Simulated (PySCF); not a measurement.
**What settings do to a single point of [Er(H2S)2]3+**

The sound run of [Er(H2S)2]3+ (singlet in the valence; each metal's 4f electrons, 11 of them, lie in its core potential, out of spins and levels) uses PySCF 2.14.0, RKS r2SCAN, Er lcecp-1-SVP with ECP57, S def2-SVP, H def2-SVP; non-relativistic Hamiltonian with scalar-relativistic core potentials where named; density fitting; no spin-orbit coupling, grid (50, 194), threshold 1e-8 Eh and 55 cycles, at the relaxed geometry:

```xyz
7

Er    1.4298    0.0000    0.0000
S    -0.4219    0.2140    2.0245
H     0.2221    0.1336    3.2366
H    -0.8245    1.5237    2.1251
S    -0.4219   -0.2140   -2.0245
H     0.2221   -0.1336   -3.2366
H    -0.8245   -1.5237   -2.1251
```

There Er1 has a Mulliken charge of 1.91 e and the dipole about the centre of mass is 0.29 D. Each run below changes one thing and starts from free metal ions and neutral atoms unless it says otherwise; with 55 cycles, smearing, a level shift and second-order steps follow where DIIS fails, and their cycles count. Energy shifts count from the sound run. On f atoms grids over 110 angular points are at least (60, 302).

| change | outcome | cycles | energy shift (eV) | largest force component (eV/Å) | charge on Er1 (e) | dipole about the centre of mass (D) |
| --- | --- | --- | --- | --- | --- | --- |
| threshold 0.001 | converged | 7 | 0.0003 | 0.03 | 1.92 | 0.23 |
| cycle limit 5 | not converged | 5 | – | – | – | – |

Q: One further run converged with energy shift (eV) 0.0357, largest force component (eV/Å) 0.01, charge on Er1 (e) 1.91, dipole about the centre of mass (D) 0.29. Which change was it?
A. all coordinates × 1.12
B. grid (99, 590)
C. spin (2S) set to 3, limit 63 cycles

A: B.

Q: And the other changes listed?

A: 
```tsv
change	outcome	cycles	energy shift (eV)	largest force component (eV/Å)	charge on Er1 (e)	dipole about the centre of mass (D)
all coordinates × 1.12	converged	11	1.42	2.44	1.92	0.17
spin (2S) set to 3, limit 63 cycles	refused	–	–	–	–	–
```

Forces carry noise of the integration grid, about 0.01 to 0.03 eV/Å.

No frequency check is given that shows the relaxed geometry to be a minimum. An lcecp potential fixes the number of 4f electrons, so in runs with it no electron can move into or out of that shell.
